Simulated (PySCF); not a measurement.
F4H2OSi, neutral, multiplicity 1. Atoms are numbered in the order given.

```xyz
8

Si    -0.2638     0.0115     0.0000
F     -0.1087     1.6004     0.0000
F      0.0901    -0.7547     1.3725
F      0.0901    -0.7547    -1.3725
F     -1.8642    -0.1453     0.0000
O      1.9160     0.1273     0.0000
H      2.2498    -0.3459     0.7735
H      2.2498    -0.3459    -0.7735
```

Geometry: PBE0-D3(BJ)/def2-SVP. One conformer was computed; it need not be the lowest.

The numbers are results of PBE/def2-TZVP run with PySCF, not measurements.

Symmetry labels are those of the subgroup Cs that the program uses (full group Cs).

Problem. List the valence orbital energies around the gap with their symmetry. (An estimate is asked for; the answer gives what the named calculation found.)

Solution. 
```csv
orbital,symmetry,energy (eV)
HOMO−7,A",-10.80
HOMO−6,A',-10.78
HOMO−5,A",-10.75
HOMO−4,A',-10.09
HOMO−3,A",-9.99
HOMO−2,A",-9.30
HOMO−1,A',-9.27
HOMO,A',-8.90
LUMO,A',-1.12
LUMO+1,A',0.68
LUMO+2,A",0.98
LUMO+3,A',2.07
```
